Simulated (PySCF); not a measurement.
## Nuclear quadrupole coupling in [VO3(OH)]2-

[VO3(OH)]2- (charge -2 and singlet state).
Z-matrix (Å and degrees, PBE0-D3(BJ)/def2-SVP geometry), rows numbered from 1:
```
V 
O   1  1.6506
O   1  1.6538  2  112.12
O   1  1.6548  2  112.32  3  -125.09
O   1  1.9441  2  108.11  3   117.60
H   5  0.9647  1   98.14  2   177.58
```

Field gradients from the PBE0/pcSseg-1 (pcSseg-2 on V) density (PySCF, non-relativistic), principal values in atomic units, ordered |Vxx| ≤ |Vyy| ≤ |Vzz|:

```tsv
atom	Vxx	Vyy	Vzz
O2	-0.0968	-0.3808	0.4776
O3	-0.0621	-0.3560	0.4181
O4	-0.0661	-0.3588	0.4249
O5	-0.4039	-1.2119	1.6158
```

**Question.** Find the asymmetry η = (Vxx − Vyy)/Vzz and the couplings χ = eQV/h (234.96 MHz × Q in barn × V in au), with Q(17O) = −0.0256 b.

**Answer.** 
| atom | environment | nucleus | η | χzz (MHz) | χxx (MHz) | χyy (MHz) |
| --- | --- | --- | --- | --- | --- | --- |
| O2 | oxygen bonded to V | 17O | 0.59 | -2.873 | 0.582 | 2.290 |
| O3 | oxygen bonded to V | 17O | 0.70 | -2.515 | 0.374 | 2.141 |
| O4 | oxygen bonded to V | 17O | 0.69 | -2.556 | 0.398 | 2.158 |
| O5 | oxygen bonded to V and H | 17O | 0.50 | -9.72 | 2.43 | 7.29 |

**Question.** What is Vzz at O4 in SI units (1 au = 9.71736 × 10²¹ V/m²)?

**Answer.** 0.4249 au = 4.129 × 10²¹ V/m².

Whether so highly charged an anion holds all its electrons in the gas phase wasn't checked; a finite basis holds them in any case. No counter-ion or solvent screens the charge of this multiply charged ion. The pcSseg-1 basis has no diffuse functions, a weakness for an anion. The HOMO energy is positive at this level (+4.13 eV), so the outermost electrons may be held by the finite basis alone. These gradients aren't converged with respect to the basis.
